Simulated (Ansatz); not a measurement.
A structure relaxed at PBE0-D4/def2-TZVP, charge 0, multiplicity 1:

```xyz
5

N     0.238    2.239    0.920
C     0.147    1.162    0.519
Ga    0.021   -0.661   -0.113
Cl   -1.011   -0.861   -1.957
H     0.605   -1.879    0.631
```

(1) Give its formula and SMILES.

(2) Point group (tolerance 0.08 Å, 0.16 Å for H)?

(3) Summarise the bond lengths by kind.

Results:

(1) CHClGaN, `N#[C][GaH][Cl]`.

(2) Cs.

(3) 1 × C–N 1.153 Å; 1 × C–Ga 1.934 Å; 1 × Cl–Ga 2.122 Å; 1 × Ga–H 1.542 Å.

Program: Ansatz 0.2.0.
